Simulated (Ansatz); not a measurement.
**Worked example: ICl + SiH2(SiH3)Cl → SiH3I + SiH2Cl2**

Species: ICl, singlet; SiH2(SiH3)Cl, singlet; SiH3I `[SiH3]I`, singlet; SiH2Cl2 `Cl[SiH2]Cl`, singlet. The partners trade Cl for SiH3: I–Cl and Si–SiH3 bonds give way to I–SiH3 and Si–Cl.

Shapes, held fixed at every level: PBE0-D4/def2-TZVP. Programs: Ansatz 0.2.0. The zero-point and thermal change to 298 K, harmonic and unscaled (PBE0-D4/def2-TZVP), is +2.3 kJ/mol.

At CCSD(T)/def2-TZVPP; 1 Eh = 2625.50 kJ/mol:

```
     species   energy (Eh)
         ICl   -756.856014
SiH2(SiH3)Cl  -1040.873422
       SiH3I   -588.021398
     SiH2Cl2  -1209.805938
```

Work out ΔH(298 K) of the reaction at this level.


1. Products less reactants: (-588.021398) + (-1209.805938) − [(-756.856014) + (-1040.873422)] = -0.097900 Eh = -257.0 kJ/mol.
2. With the thermal change: -257.0 + (+2.3) = -254.7 kJ/mol.

Other levels give -278.5 (MP2/def2-TZVPP) to -227.5 kJ/mol (PBE-D4/def2-TZVPP). No measured value is set beside it here. For atoms past krypton def2 sets carry core potentials with scalar relativity. Outer-core shells of I are correlated in most correlated rows, in sets that cover them unevenly.
